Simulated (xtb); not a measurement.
ITl, charge +1, doublet, from a rough starting geometry (GFN-xTB shapes and energies of metal compounds can be far from the true ones) (a state made from the parent by changing its charge; the spin is typed, not shown lowest); GFN2-xTB run with xtb 6.7.1.

xtb was given this input:
```
$ xtb mol.xyz --gfn 2 --chrg 1 --uhf 1 --opt vtight --json

# file mol.xyz
2

Tl    -0.89180718    -0.62720218    -0.84442427
I      0.92440703     0.70949008     0.80854458
```

Problem. What does xtb print? Leave out banner, timings and long lists.

Solution. 
```
   ID    Z sym.   atoms
    1   81 Tl     1
    2   53 I      2

           -------------------------------------------------
          |                Calculation Setup                |
           -------------------------------------------------

           -------------------------------------------------
          |                 G F N 2 - x T B                 |
           -------------------------------------------------

          ...................................................
          :                      SETUP                      :
          :.................................................:
          :  # basis functions                  14          :
          :  # atomic orbitals                  13          :
          :  # shells                            5          :
          :  # electrons                         9          :
          :  max. iterations                   250          :
          :  Hamiltonian                  GFN2-xTB          :
          :  restarted?                      false          :
          :  GBSA solvation                  false          :
          :  PC potential                    false          :
          :  electronic temp.          300.0000000     K    :
          :  accuracy                    1.0000000          :
          :  -> integral cutoff          0.2500000E+02      :
          :  -> integral neglect         0.1000000E-07      :
          :  -> SCF convergence          0.1000000E-05 Eh   :
          :  -> wf. convergence          0.1000000E-03 e    :
          :  Broyden damping             0.4000000          :
          :  net charge                          1          :
          :  unpaired electrons                  1          :
          ...................................................

 iter      E             dE          RMSdq      gap      omega  full diag
   1     -4.9804248 -0.498042E+01  0.171E+01    8.27       0.0  T
   2     -4.9836656 -0.324075E-02  0.647E+00    8.69       1.0  T
   3     -4.9848760 -0.121044E-02  0.583E+00    8.89       1.0  T
   4     -4.9855004 -0.624370E-03  0.258E+00    9.13       1.0  T
   5     -4.9854023  0.980506E-04  0.355E+00    9.16       1.0  T
   6     -4.9856572 -0.254922E-03  0.111E+00    9.18       1.0  T
   7     -4.9856928 -0.355100E-04  0.126E-01    9.19       1.0  T
   8     -4.9856936 -0.870671E-06  0.934E-02    9.19       1.0  T
   9     -4.9856941 -0.509393E-06  0.427E-02    9.19       1.7  T
  10     -4.9856942 -0.455142E-07  0.148E-03    9.19      47.9  T
  11     -4.9856942 -0.681046E-10  0.297E-04    9.19     237.7  T
  12     -4.9856942 -0.201172E-11  0.201E-05    9.19    3518.7  T

   *** convergence criteria satisfied after 12 iterations ***

         :::::::::::::::::::::::::::::::::::::::::::::::::::::
         ::                     SUMMARY                     ::
         :::::::::::::::::::::::::::::::::::::::::::::::::::::
         :: total energy              -4.985337096165 Eh    ::
         :: gradient norm              0.059385277992 Eh/a0 ::
         :: HOMO-LUMO gap              9.188517695292 eV    ::
         ::.................................................::
         :: SCC energy                -4.985694176649 Eh    ::
         :: -> isotropic ES            0.068868733931 Eh    ::
         :: -> anisotropic ES          0.004694652427 Eh    ::
         :: -> anisotropic XC         -0.001626111200 Eh    ::
         :: -> dispersion             -0.001032916239 Eh    ::
         :: repulsion energy           0.000357080484 Eh    ::
         :: add. restraining           0.000000000000 Eh    ::
         :: total charge               1.000000000542 e     ::
         :::::::::::::::::::::::::::::::::::::::::::::::::::::

      -----------------------------------------------------------
     |                   =====================                   |
     |                        A N C O P T                        |
[...]
 * total energy  :    -4.9853371 Eh     change       -0.3019807E-13 Eh
 * total energy  :    -5.0100705 Eh     change       -0.2473345E-01 Eh
 * total energy  :    -5.0101191 Eh     change       -0.4851502E-04 Eh
 * total energy  :    -5.0101259 Eh     change       -0.6838032E-05 Eh
 * total energy  :    -5.0101259 Eh     change       -0.4275481E-07 Eh
   *** GEOMETRY OPTIMIZATION CONVERGED AFTER 5 ITERATIONS ***
[...]
         :: total energy              -5.010125941126 Eh    ::
         :: gradient norm              0.000001488130 Eh/a0 ::
         :: HOMO-LUMO gap              9.051352332116 eV    ::
         ::.................................................::
         :: SCC energy                -5.010126580456 Eh    ::
         :: -> isotropic ES            0.054984582616 Eh    ::
         :: -> anisotropic ES         -0.000649299591 Eh    ::
         :: -> anisotropic XC          0.000369424119 Eh    ::
         :: -> dispersion             -0.001080531854 Eh    ::
         :: repulsion energy           0.000000639331 Eh    ::
         :: add. restraining           0.000000000000 Eh    ::
         :: total charge               1.000000000000 e     ::
         :::::::::::::::::::::::::::::::::::::::::::::::::::::

           -------------------------------------------------
          |                Property Printout                |
           -------------------------------------------------

    * Orbital Energies and Occupations

         #    Occupation            Energy/Eh            Energy/eV
      -------------------------------------------------------------
         1        2.0000           -0.9210810             -25.0639
         2        2.0000           -0.8919579             -24.2714
         3        1.9109           -0.6015166             -16.3681
         4        1.5446           -0.5994784             -16.3126
         5        1.5446           -0.5994784             -16.3126 (HOMO)
         6                         -0.2668474              -7.2613 (LUMO)
         7                         -0.2668474              -7.2613
         8                         -0.2189090              -5.9568
         9                         -0.1789428              -4.8693
        10                         -0.1789428              -4.8693
        11                         -0.1590750              -4.3287
        12                         -0.1590750              -4.3287
        13                         -0.0492356              -1.3398
      -------------------------------------------------------------
                  HL-Gap            0.3326311 Eh            9.0514 eV
             Fermi-level           -0.5162357 Eh          -14.0475 eV

     #   Z          covCN         q      C6AA      α(0)
     1  81 Tl       0.378     0.902   716.437    70.664
     2  53 I        0.378     0.098   350.730    32.383

 Mol. C6AA /au·bohr⁶  :       2022.684120
 Mol. C8AA /au·bohr⁸  :     286587.965075
 Mol. α(0) /au        :        103.046668

Wiberg/Mayer (AO) data.
largest (>0.10) Wiberg bond orders for each atom

 ---------------------------------------------------------------------------
     #   Z sym  total        # sym  WBO       # sym  WBO       # sym  WBO
 ---------------------------------------------------------------------------
     1  81 Tl   0.167 --     2 I    0.167
     2  53 I    0.167 --     1 Tl   0.167
 ---------------------------------------------------------------------------

molecular dipole:
                 x           y           z       tot (Debye)
 q only:       -1.714      -1.207      -1.622
   full:       -1.778      -1.254      -1.680       6.987
molecular quadrupole (traceless):
                xx          xy          yy          xz          yz          zz
 q only:        1.417       4.931      -1.946       6.432       4.600       0.529
  q+dip:        1.455       5.063      -2.001       6.608       4.725       0.546
   full:        1.273       4.426      -1.786       5.820       4.145       0.513

optimized geometry written to: xtbopt.xyz

           -------------------------------------------------
          | TOTAL ENERGY               -5.010125941126 Eh   |
          | GRADIENT NORM               0.000001488130 Eh/α |
          | HOMO-LUMO GAP               9.051352332116 eV   |
           -------------------------------------------------

normal termination of xtb
```
